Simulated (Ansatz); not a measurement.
Reaction R1 → 3 P1 + 2 P2, each structure at its B3LYP-D3(BJ)/def2-TZVP stationary point, reached from a drawn start (curvature not checked).
R1: C3S2 (SMILES S=C=C=C=S), charge 0, multiplicity 1.
P1: C atom, charge 0, multiplicity 3.
P2: S atom, charge 0, multiplicity 3.

P less R. No zero-point or thermal terms; singlets are restricted closed shells; open shells are unrestricted; no spin–orbit coupling.

Correlated levels freeze the cores.

Programs: Ansatz (Gaussian orbitals). All values are computed, each at the level named.

Total energies in hartree:

```
structure  PBE/def2-TZVPP  CCSD(T)/cc-pV(Q+d)Z
---------  --------------  -------------------
R1            -910.243403          -909.572701
P1             -37.795970           -37.786540
P2            -397.938368          -397.667852
```

Work out the reaction energy at each level in eV (1 hartree = 27.21139 eV), and say how far PBE/def2-TZVPP lies from CCSD(T)/cc-pV(Q+d)Z.


- PBE/def2-TZVPP: 3 × (-37.795970) + 2 × (-397.938368) − (-910.243403) = 0.978757 hartree = 26.633 eV
- CCSD(T)/cc-pV(Q+d)Z: 3 × (-37.786540) + 2 × (-397.667852) − (-909.572701) = 0.877377 hartree = 23.875 eV
PBE/def2-TZVPP less CCSD(T)/cc-pV(Q+d)Z: 2.758 eV. CCSD(T)/cc-pV(Q+d)Z is the level counted from, the highest shown, and no exact or measured value.

Ansatz is a first-principles code.
